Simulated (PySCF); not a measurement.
Gas-phase reaction: 4 GeCl₃ + GeH₃F = 5 GeCl₂ + 2 HCl + HF

Computed with PySCF (xtb for GFN2) and rigid-rotor harmonic-oscillator thermochemistry at 1 bar. † marks an energy on the PBE0/def2-TZVP geometry and frequencies; other levels use their own. MP2 freezes the core. 6-31G* has spherical d functions here. Open shells (unrestricted): GeCl₃ (multiplicity 2); the rest are closed-shell singlets. GFN2 has no spin-polarisation term. B3LYP is the form with VWN-RPA correlation. Ge: all electrons, no relativistic terms. GeCl₃: computed as isolated molecules; such fragments, hydroxides, amides, oligomers or adducts are transient or little studied in the gas. MP2 isn't extrapolated to the basis-set limit.

| level | ΔH°(298 K), kJ |
|---|---|
| B3LYP/6-31G* | -81 |
| BLYP/def2-TZVP† | -172 |
| GFN2-xTB | (withheld) |
| M06-2X/def2-TZVP† | (withheld) |
| MP2/def2-SVP† | (withheld) |
| PBE/def2-SVP | -36 |
| r2SCAN/def2-TZVP† | 31 |
| ωB97M-V/def2-TZVP† | -64 |
| ωB97X-V/def2-TZVP† | (withheld) |

Problem. What belongs in the gaps?

Solution. 
- GFN2-xTB, ΔH°(298 K), kJ: -234
- M06-2X/def2-TZVP†, ΔH°(298 K), kJ: 42
- MP2/def2-SVP†, ΔH°(298 K), kJ: 40
- ωB97X-V/def2-TZVP†, ΔH°(298 K), kJ: -10
